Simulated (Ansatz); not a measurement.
Basis-set extrapolation for `C[SiH2]NPS` (PBE0-D4/def2-TZVP geometry, frozen core, Ansatz). Multiplicity 1, RHF reference.

|  | def2-TZVPP | def2-QZVPP |
| --- | --- | --- |
| HF | -1124.311072 | -1124.346631 |
| MP2 correlation | -0.846760 | -0.911319 |
| CCSD(T) correlation | -0.952698 | not run |

Energies in hartree. Use E(X) = E(∞) + A·exp(−7.88·√X) for Hartree–Fock and E(X) = E(∞) + B·X^(−2.97) for correlation, with X = 3 and 4, and add CCSD(T) minus MP2 of the smaller set to the MP2 limit.

Q: What is the CCSD(T) energy at the basis-set limit?

A: HF limit: -1124.346631 + (-0.035559) × 0.13774 = -1124.35153. MP2 limit: -0.911319 + (-0.064559) × 0.74074 = -0.95914. Higher-order term: -0.952698 − (-0.846760) = -0.10594. Total: -1125.41661 hartree, 401.3 kJ/mol below CCSD(T)/def2-TZVPP.
